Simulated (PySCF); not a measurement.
Ionising CsSr

ROHF-CCSD(T); PySCF, scalar-relativistic core potentials, basis sets Cs def2-SVP with ECP46, Sr def2-SVP with ECP28. Neutral (ROHF): doublet (σ ↑), Re = 5.292 Å, ωe = 25.3 cm⁻¹, De = 0.11 eV.

CsSr⁺ (RHF): singlet (closed shell), Re = 4.865 Å, ωe = 40.7 cm⁻¹, De = 0.38 eV to Cs⁺ + Sr. The energies at the minima are -50.33284 hartree for CsSr and -50.20390 for CsSr⁺.

(1) Work out the adiabatic ionisation energy, without and with harmonic zero-point energies (1 hartree = 27.2114 eV, 1 eV = 8065.5 cm⁻¹), and the change of the bond length.

Correlated steps freeze no core orbitals. Weak bonds: CsSr, CsSr⁺. Basis-set superposition, not corrected here, can be much of De in a small basis, most of all at correlated wavefunction levels. Spin–orbit coupling is left out. For an ion De counts to the pair picked by the measured ionisation energies or electron affinities, which need not be the lowest pair at this level. States were picked by a PBE0 search and need not be the measured ground states.

Results:

(1) At CCSD(T): 0.12894 hartree = 3.509 eV between the minima; the zero-point term (40.7 − 25.3)/2 cm⁻¹ = +0.001 eV makes it 3.510 eV. Re changes by -42.7 pm against the neutral. The electron leaves a σ orbital, and the shorter bond of the ion fits an antibonding orbital, or a change in how ionic the bond is.
